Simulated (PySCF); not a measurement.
C2H5OPSi.
SMILES: `O=C=PC[SiH3]`

The calculation used MP2 and CCSD/aug-cc-pVDZ in PySCF, restricted Hartree–Fock reference, 13 core orbitals frozen, non-relativistic, gas phase, PBE0-D3(BJ)/def2-SVP geometry.

E(HF) = -783.16413 Eh.

(1) How large is the problem?

(2) What are the MP2 and CCSD correlation energies?

(3) What is the T1 diagnostic?

(4) How does correlation change the dipole moment?

Results:

(1) 168 basis functions and 54 electrons; 13 orbitals frozen, which leaves o = 14 correlated occupied and v = 141 virtual orbitals. That is o·v = 1974 singles and o·v(o·v + 1)/2 = 1949325 distinct closed-shell doubles amplitudes before symmetry; the costliest CCSD step grows as o²v⁴ = 7.7 × 10^10.

(2) MP2 -0.7028 Eh and CCSD -0.7463 Eh, which gives totals of -783.86696 and -783.91046 Eh. That is 0.725 eV for each correlated electron at CCSD (1959 kJ/mol in all, 0.095 % of the total energy); MP2 gives 94.2 % of the CCSD value.

(3) 0.0171, below the customary warning level of 0.02. It is the norm of the spatial-orbital singles amplitudes over the root of the number of correlated electrons, so the norm is 0.090.

(4) HF gives 1.84 D and CCSD (unrelaxed density) 1.50 D, a change of -0.34 D.

Connected triples and the basis-set limit are missing.

Conformer computed: `[O:1]=[C:2]=[P:3][CH2:4][SiH3:5]`: C2–P3–C4–Si5 -62°.

One conformer stands for the species.
